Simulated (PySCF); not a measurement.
## Os: excitation energy

Os [Xe] 4f14 5d6 6s2 (5D) → Os [Xe] 4f14 5d5 6s2 7s1 (7S), as a difference of total energies. All numbers are calculated (PySCF 2.14, the spin-free X2C one-electron Hamiltonian (Gaussian nucleus), in x2c-TZVPPall with one added diffuse shell each of s, p, d, f type (12s8p8d4f1g, 113 functions)). Correlated levels: valence: [Xe] 4f14 frozen. The calculations carry no spin-orbit coupling.

```json
{"method": "UHF", "excitation energy (eV)": "5.067"}
{"method": "MP2 (valence)", "excitation energy (eV)": "6.277"}
{"method": "SCS-MP2 (valence)", "excitation energy (eV)": "6.488"}
{"method": "CCSD (valence)", "excitation energy (eV)": "6.246"}
{"method": "CCSD(T) (valence)", "excitation energy (eV)": "6.323"}
```

Q: How much does correlation contribute at CCSD(T) (valence)?

A: 6.323 − (5.067) = 1.256 eV, measured against UHF.

A first-order spin-orbit estimate (lowest level to lowest level, LS coupling) adds 0.431 eV.

The promoted electron is Rydberg-like, and one or two diffuse shells describe it only roughly, which tends to raise the upper state.
